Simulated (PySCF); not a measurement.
Job for PySCF: R-MP2/6-31G* on C6H14 (SMILES CCC(C)CC).

```python
from pyscf import gto, scf, dft, mp
from pyscf.data.elements import chemcore

mol = gto.M(
    atom='''
    C    -2.56152148    0.37873853    0.14270741
    C    -1.19599091    0.28170120    0.81869813
    C    -0.00824650    0.13536791   -0.14204800
    C    -0.08897901   -1.16004085   -0.95142981
    C     1.31198726    0.24186382    0.63319678
    C     2.56532090    0.30176627   -0.23664257
    H    -2.82203519   -0.53843658   -0.38723498
    H    -3.34755035    0.56549979    0.87671241
    H    -2.58236563    1.19765940   -0.58099999
    H    -1.19124442   -0.56351853    1.51638521
    H    -1.03818853    1.17751181    1.42711966
    H    -0.04696129    0.97772361   -0.84574651
    H    -1.01210519   -1.21777783   -1.52849211
    H    -0.05491692   -2.02874337   -0.28697411
    H     0.73815805   -1.24690832   -1.65625959
    H     1.27261453    1.13902087    1.25859288
    H     1.38471195   -0.60617355    1.32364039
    H     2.71680495   -0.61973331   -0.80040797
    H     3.45628671    0.46062062    0.37363794
    H     2.50422106    1.12385854   -0.95445518
    ''',
    basis='6-31g*',
    cart=True,
    charge=0, spin=0, verbose=3, max_memory=1800)
mf = scf.RHF(mol)
mf.conv_tol = 1e-8
mf.max_cycle = 100
mf.kernel()
if not mf.converged:
    mf = mf.newton().run(mf.mo_coeff, mf.mo_occ)
pt = mp.MP2(mf, frozen=chemcore(mol)).run()
```

Program output:

```
converged SCF energy = -235.363805046448
E(RMP2) = -236.157692451965  E_corr = -0.793887405517517
E(SCS-RMP2) = -236.155597049046  E_corr = -0.791792002598045
```

The run converged.

Cost: around 2.4 core-seconds (rough).
